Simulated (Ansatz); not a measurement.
**Energy profile**

The step: SiHF₃ ([F][SiH]([F])[F]) + SiH₄ → Si₂H₄F₂ ([F][SiH]([F])[SiH3]) + HF; bonds formed: Si1–Si7, F2–H6; bonds broken: Si1–F2, H6–Si7 (atoms numbered as in the saddle structure below).

Si1  (-0.259, -1.179, -0.038)
F2  (1.575, -1.056, -0.594)
F3  (-1.743, -0.717, 0.405)
F4  (0.190, -1.992, 1.243)
H5  (-0.552, -1.932, -1.260)
H6  (1.052, -0.035, -0.348)
Si7  (-0.009, 1.391, 0.102)
H8  (-0.417, 1.561, 1.513)
H9  (1.230, 2.172, -0.168)
H10  (-1.066, 1.786, -0.856)
(Å)

Electronic energies by CCSD(T) at an estimated basis limit (MP2 extrapolated from triple and quadruple zeta, plus CCSD(T) − MP2 in triple zeta), on PBE0-D4/def2-TZVP structures; Si2H5F3, singlet; no counterpoise correction. Computed with Ansatz 0.2.0 (basis: def2-TZVPP and def2-QZVPP); correlated methods freeze the cores. Extrapolation: Hartree–Fock as exp(−7.88 √X), correlation as X^−2.97.

Problem. Give the profile in kcal/mol, counted from the separated reactants. (An estimate is asked for; the value comes from the calculation.)

Solution. The calculation gives:
```
                                                                                                                point  kcal/mol
   separated: SiHF3 (linked as [F][SiH]([F])[F]; Si1, F2, F3, F4, H5; singlet) + SiH4 (H6, Si7, H8, H9, H10; singlet)      0.00
                                                                                                      start structure     -1.04
                                                                                                               saddle     74.36
                                                                                                        end structure     36.42
separated: Si2H4F2 (linked as [F][SiH]([F])[SiH3]; Si1, F3, F4, H5, Si7, H8, H9, H10; singlet) + HF (F2, H6; singlet)     41.05
```

No T1 diagnostic of these runs exceeds 0.014.

For scale, one of the runs: CCSD(T)/def2-TZVPP, 247 basis functions, launched by `ansatz run in.yaml --threads 8 --pin off --events-out ev --progress --plain --max-ram 19148MiB`. Time: 45 s of wall clock on 8 CPU threads of an Intel Xeon Platinum 8259CL; the host was shared. Peak host memory: 5.2 GiB.
